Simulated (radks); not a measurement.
The mean radii <r> (bohr) of the occupied orbitals of an atom or ion are listed with their occupations. Calculated with a radial shooting solver on a logarithmic mesh with Libxc functionals: scalar-relativistic Kohn-Sham, LDA (Slater exchange, Perdew-Wang correlation), spin-polarised, spherical densities, finite nucleus; Fermi nuclear charge, rms radius of each element as measured or else 0.836 A^(1/3) + 0.57 fm.

orbital  occ.      <r>
1s up       1  0.02845
1s down     1  0.02845
2s up       1   0.1227
2s down     1   0.1227
2p up       3   0.1072
2p down     3   0.1072
3s up       1   0.3311
3s down     1   0.3311
3p up       3   0.3292
3p down     3   0.3292
3d up       5   0.3057
3d down     5   0.3056
4s up       1   0.7908
4s down     1   0.7906
4p up       3   0.8528
4p down     3   0.8521
4d up       5    1.035
4d down     5    1.028
5s up       1    2.221
5s down     1    2.211
5p up       3    2.869

Name the element and its charge. Open shells, if any, are filled with parallel spins first.

Answer. Z = 51, antimony, charge 0: Sb in [Kr] 4d10 5s2 5p3. The 1s radius gives Z: for a bare nucleus <r> = (2 gamma + 1)/(2Z) with gamma = sqrt(1 - (Z/c)^2), 0.028 bohr for Z = 51, and screening makes it slightly larger (0.02845 here). The occupations add up to 51, and the charge is Z minus that.
